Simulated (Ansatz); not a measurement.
Several settings on one geometry of GeO4H4 (the lowest singlet isomer of a short search) (that of the charge 0 singlet, PBE-D4/def2-SVP). Ansatz on 4 threads of Arm Neoverse V2 on a shared host; times are rough.

| atom | x (Å) | y (Å) | z (Å) |
| --- | --- | --- | --- |
| Ge1 | 0.5630 | 0.2791 | 0.1792 |
| O2 | -0.2274 | -0.8671 | -1.0247 |
| O3 | 1.9816 | -0.5506 | 0.8512 |
| O4 | -0.6354 | 0.5368 | 1.4762 |
| O5 | -1.5007 | -0.1564 | -1.2683 |
| H6 | -1.5241 | 0.4440 | 1.0779 |
| H7 | 1.6992 | -1.2577 | 1.4626 |
| H8 | -1.4161 | 0.0135 | -2.2298 |
| H9 | 1.0600 | 1.5584 | -0.5243 |

Totals from different functionals, basis sets or treatments of relativity can't be compared as stabilities.

The 6-31G sets use Cartesian d functions. Correlated methods freeze 13 core orbitals; core or outer-core shells of Ge are correlated, in sets that lack core-valence functions.

(1) Give the basis size and estimate the energy, ⟨S²⟩ and time of these runs.

```csv
run,method,charge,state,further keys
1,RKS ωB97X-V/aug-cc-pVDZ,0,singlet,scf: {omitted_lower_state_checks: [starts]}; forces asked
2,RKS B2PLYP/6-31G,0,singlet,–
3,RKS rPW86-PBE-rVV10/pcseg-2,0,singlet,scf: {omitted_lower_state_checks: [starts]}
```

Results:

(1) 
```tsv
run	functions	energy (Eh)	⟨S²⟩	wall time
1	164	-2380.0078	–	8 s
2	73	-2379.1065	–	1.1 s
3	219	-2381.5725	–	5.5 s
```
